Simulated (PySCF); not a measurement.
This PySCF input asks for the NMR shieldings of `CO[Si@@H]([SiH2]O[SiH3])SC`, C2H12O2SSi3; the geometry comes from GFN2-xTB.

```python
import basis_set_exchange as bse
import numpy as np
from pyscf import gto, dft
from pyscf.prop import nmr

atoms = """
C     2.431615   -2.831345   -0.506012
O     1.193279   -2.259057   -0.201982
Si    0.683821   -0.756272   -0.526607
Si   -1.212910   -0.619524    0.743389
O    -1.983903    0.655571    0.092718
Si   -3.231213    1.610865   -0.304608
S     2.262180    0.609571    0.062721
C     1.319430    2.166871    0.087175
H     3.242220   -2.157751   -0.224360
H     2.519131   -3.763917    0.050798
H     2.499321   -3.039236   -1.575331
H     0.615985   -0.545461   -1.987951
H    -2.113682   -1.774087    0.669967
H    -1.054891   -0.282350    2.167300
H    -4.132390    1.703650    0.841075
H    -2.601692    2.888706   -0.628695
H    -3.885346    0.993359   -1.455603
H     0.431593    2.047630    0.700790
H     1.970159    2.925384    0.508936
H     1.042145    2.438071   -0.926452
"""
names = dict.fromkeys(["C", "O", "Si", "S", "H"], "pcSseg-1")
basis = {el: gto.basis.parse(bse.get_basis(n, elements=[el], fmt="nwchem")) for el, n in names.items()}
mol = gto.M(atom=atoms, basis=basis, charge=0, verbose=0)
mf = dft.RKS(mol, xc="PBE0")
mf.grids.level = 2
mf.grids.alignment = dft.numint.BLKSIZE   # the property module wants whole blocks of grid points
mf.conv_tol = 1e-9
mf.kernel()

calc = nmr.RKS(mf)   # GIAO
C = mf.mo_coeff
Co = C[:, mf.mo_occ > 0]
resp = mf.gen_response(singlet=True, hermi=2)
def vind(x):   # induced exchange potential for any number of trial vectors
    d = np.einsum("pi,xij,qj->xpq", C, 2 * x.reshape(-1, C.shape[1], Co.shape[1]), Co, optimize=True)
    return np.einsum("xpq,pi,qj->xij", resp(d - d.transpose(0, 2, 1)), C, Co, optimize=True).ravel()
mo1, _ = nmr.rhf.solve_mo1(calc, with_cphf=vind)
sigma = calc.kernel(mo1)
for i, s in enumerate(sigma):   # ppm
    w = np.linalg.eigvalsh((s + s.T) / 2)
    print("%2d %-2s iso %8.1f  s11 %8.1f  s22 %8.1f  s33 %8.1f" % (i, mol.atom_pure_symbol(i), w.mean(), *w))
```

Task: What are the results?

Result: 
```
 0 C  iso    132.4  s11    105.4  s22    107.5  s33    184.4
 1 O  iso    325.3  s11    263.6  s22    327.9  s33    384.4
 2 Si iso    349.2  s11    314.9  s22    337.6  s33    395.0
 3 Si iso    380.2  s11    336.5  s22    347.2  s33    456.8
 4 O  iso    346.0  s11    249.1  s22    383.5  s33    405.2
 5 Si iso    390.8  s11    354.5  s22    356.1  s33    461.8
 6 S  iso    695.2  s11    588.4  s22    658.9  s33    838.4
 7 C  iso    177.8  s11    168.7  s22    173.9  s33    190.6
 8 H  iso     28.1  s11     22.5  s22     27.9  s33     33.9
 9 H  iso     27.9  s11     23.5  s22     25.5  s33     34.7
10 H  iso     28.1  s11     24.2  s22     25.4  s33     34.8
11 H  iso     25.5  s11     22.4  s22     23.9  s33     30.1
12 H  iso     26.3  s11     22.4  s22     25.8  s33     30.6
13 H  iso     26.2  s11     23.5  s22     25.2  s33     30.0
14 H  iso     26.7  s11     23.3  s22     24.9  s33     32.0
15 H  iso     26.8  s11     22.7  s22     26.2  s33     31.5
16 H  iso     26.7  s11     23.2  s22     25.1  s33     31.9
17 H  iso     29.5  s11     23.3  s22     28.4  s33     36.9
18 H  iso     29.6  s11     23.8  s22     27.0  s33     38.0
19 H  iso     29.7  s11     24.8  s22     26.9  s33     37.5
```

These numbers come from an equivalent density-fitted implementation of the same equations, which agrees with the script to about 0.01 ppm for H and up to a few tenths of a ppm for heavy atoms, so last digits may differ.

Size and cost of the density-fitted run: 224 basis functions, 42 s wall time on 1 thread of an Arm Neoverse V2, shared host.
